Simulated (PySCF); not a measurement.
C3H8FNSi, SMILES C=C[Si@H](F)NC.

Geometry optimised at ωB97X-D3(BJ)/def2-SVP. The structure was generated by enumeration; whether it is a known compound was not checked. The values are those of a single conformer.

Two levels are set side by side: TDA-PBE/def2-SVPD (PySCF) and TDA-LC-ωPBE/def2-SVPD (PySCF). Vertical, same geometry. The lowest singlet is HOMO→LUMO 100 % with PBE and HOMO−2→LUMO 72 %, HOMO→LUMO 14 % with the other functional; states are paired by order. Differences are taken from unrounded values.

| quantity | TDA-PBE |
|---|---|
| lowest singlet excitation (eV) | 4.24 |
| lowest triplet excitation (TDA) (eV) | 4.16 |
| first bright state (f over 0.05) (eV) | 6.82 |
| its oscillator strength | 0.11 |

These are the TDA-PBE values. What does TDA-LC-ωPBE give? (An estimate is asked for; the answer gives what the named calculation found.)


| quantity | TDA-LC-ωPBE | TDA-PBE minus TDA-LC-ωPBE |
|---|---|---|
| lowest singlet excitation (eV) | 6.90 | -2.66 |
| lowest triplet excitation (TDA) (eV) | 4.06 | 0.10 |
| first bright state (f over 0.05) (eV) | 7.88 | -1.06 |
| its oscillator strength | 0.63 | -0.53 |

A lower first singlet is the usual sign of a functional without exact exchange. Differences between two approximate levels are no errors against the true value.

Rough cost on one machine, each run with all the roots and properties that it gave: TDA-LC-ωPBE against TDA-PBE about 3 times.
